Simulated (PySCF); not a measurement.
A series of related molecules.

All values: PBE0/def2-SVPD (PySCF) at PBE0-D3(BJ)/def2-SVP geometries, gas phase, one conformer each. Core orbitals are frozen in the response; Δα² is half the sum of the squared differences of the principal polarisabilities. The calculation is non-relativistic, for germanium too.

Question: Rank by vertical ionisation energy (ΔSCF), lowest first.
A. `O[B](O)[GeH2][Cl]`
B. `N#[C][GeH2][Cl]`
C. `C=[CH][GeH2][Cl]`
D. `CC#[C][GeH2][Cl]`

Answer: D (9.93 eV), A (10.14 eV), C (10.36 eV), B (11.71 eV).

Question: Rank by HOMO–LUMO gap, lowest first.
A. `O[B](O)[GeH2][Cl]`
B. `C=[CH][GeH2][Cl]`
C. `N#[C][GeH2][Cl]`

Answer: A (7.12 eV), B (7.33 eV), C (7.92 eV).

Question: Rank by dipole moment, lowest first.
A. `[CH2:1]=[CH:2][GeH2:3][Cl:4]` with C1–C2–Ge3–Cl4 -113°
B. `N#[C][GeH2][Cl]`
C. `[OH:1][B:2]([OH:3])[GeH2:4][Cl:5]` with H–O1–B2–O3 1°, O1–B2–O3–H -1°, O1–B2–Ge4–Cl5 65°
D. `CC#[C][GeH2][Cl]`

Answer: A (2.61 D), D (3.06 D), B (3.52 D), C (4.92 D).

All values together:

```csv
SMILES,formula,μ (D),HOMO (eV),LUMO (eV),α (Å³),Δα (Å³),electrons,α per electron (Å³),ΔSCF removal energy (eV)
CC#[C][GeH2][Cl],C3H5ClGe,3.06,-7.97,-0.78,12.07,6.77,72,0.168,9.93
O[B](O)[GeH2][Cl],BClGeH4O2,4.92,-8.06,-0.94,10.19,2.60,74,0.138,10.14
C=[CH][GeH2][Cl],C2H5ClGe,2.61,-8.39,-1.06,10.35,3.84,66,0.157,10.36
N#[C][GeH2][Cl],CH2ClGeN,3.52,-9.52,-1.60,8.55,2.91,64,0.134,11.71
```

Conformers: `[OH:1][B:2]([OH:3])[GeH2:4][Cl:5]` with H–O1–B2–O3 1°, O1–B2–O3–H -1°, O1–B2–Ge4–Cl5 65°; `[CH2:1]=[CH:2][GeH2:3][Cl:4]` with C1–C2–Ge3–Cl4 -113°.
